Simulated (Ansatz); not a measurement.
```yaml
crystal:
  periodic: [false, false, false]
  atoms:
    - {symbol: C, position_ang: [0.403801, -1.557930, 0.874088]}
    - {symbol: N, position_ang: [0.724545, -0.546204, 0.144250]}
    - {symbol: C, position_ang: [1.756562, -0.788452, -0.890406]}
    - {symbol: Si, position_ang: [-0.085990, 0.852639, -0.110751]}
    - {symbol: C, position_ang: [-1.386517, 0.880944, -1.514256]}
    - {symbol: C, position_ang: [-1.383012, 1.286182, 1.478699]}
    - {symbol: H, position_ang: [1.202793, -2.169633, 1.558985]}
    - {symbol: H, position_ang: [0.068885, -2.350914, -0.055465]}
    - {symbol: H, position_ang: [-0.551046, -1.260622, 1.403640]}
    - {symbol: H, position_ang: [2.259511, 0.243595, -1.223367]}
    - {symbol: H, position_ang: [1.648774, -1.439200, -1.562324]}
    - {symbol: H, position_ang: [2.853923, -1.390855, -0.048771]}
    - {symbol: H, position_ang: [0.640435, 1.878640, -0.635416]}
    - {symbol: H, position_ang: [-0.803156, 0.418007, -2.343830]}
    - {symbol: H, position_ang: [-1.861018, -0.161581, -1.211688]}
    - {symbol: H, position_ang: [-2.119444, 1.720954, -1.784680]}
    - {symbol: H, position_ang: [-0.422733, 1.324157, 2.215148]}
    - {symbol: H, position_ang: [-1.740187, 0.443147, 1.616532]}
    - {symbol: H, position_ang: [-1.657453, 2.188876, 1.382694]}
basis:
  gaussian: {orbitals: aug-cc-pVDZ}
magnetization: {spin_polarized: true, initial_magnetization: 0}
hamiltonian: {xc: {name: wB97X}}
scf: {lower_state_search: light}
relax: {f_tol: 0.0001, max_steps: 2}
output: {forces: true}
```

```sh
$ ansatz run in.yaml --threads 2 --pin off --events-out ev --progress --plain --max-ram 32768MiB --backend cuda --devices 0, --max-vram 18GiB
```

Shortened log:

```
Functional definition: wB97X
2693 factors; integrals over basis functions are off by at most 3.5e-4 eV
1159 factors; integrals over basis functions are off by at most 3.1e-7 eV
mean field evaluation 1: about -13709.2595 eV, gradient 4.8e1 eV
mean field evaluation 2: about -13712.7431 eV, gradient 4.1e1 eV
mean field evaluation 4: about -13720.3187 eV, gradient 2.2e0 eV
mean field evaluation 8: about -13720.3483 eV, gradient 6.9e-2 eV
mean field evaluation 16: about -13720.3484 eV, gradient 9.9e-5 eV
mean field -13720.34835980 eV, -504.2135022364 hartree, gradient 3.4e-5 eV, S^2 0.000000; 0 other end points of the search recorded, 0 dependent functions left out
reference -13720.34824291 eV, -504.2134979408 hartree; 29, 29 occupied and 230, 230 virtual orbitals, 2693 factors
relax step   1: F+E_penalty+E_count = -13720.34835980 eV  Δ(F+E_penalty+E_count) = +0.000e0 eV  max|allowed force component| = 1.294e1 eV/Å  Δτ_max = 0.0000 Å  (34 SCF iters, accepted)
2693 factors; integrals over basis functions are off by at most 4.6e-4 eV
1159 factors; integrals over basis functions are off by at most 3.1e-7 eV
mean field -13726.31045662 eV, -504.4326052535 hartree, gradient 2.6e-5 eV, S^2 0.000000; 0 other end points of the search recorded, 0 dependent functions left out
reference -13726.31035035 eV, -504.4326013482 hartree; 29, 29 occupied and 230, 230 virtual orbitals, 2693 factors
relax step   2: F+E_penalty+E_count = -13726.31045662 eV  Δ(F+E_penalty+E_count) = -5.962e0 eV  max|allowed force component| = 5.684e0 eV/Å  Δτ_max = 0.1948 Å  (35 SCF iters, accepted)
Error: geometry relaxation did not converge after 2 steps: max|allowed force component| = 5.68e0 eV/Å (threshold 1.0e-4). Raise `relax.max_steps` over both its present limit and 2, loosen `relax.f_tol`, or start from a geometry closer to equilibrium. Where this run's directory can be resumed (`checkpoint.write`), a resume goes on for up to `relax.max_steps` more
```

(1) What is wrong with this run?

Answers

(1) The relaxation is allowed too few steps for its threshold. The run did not converge.
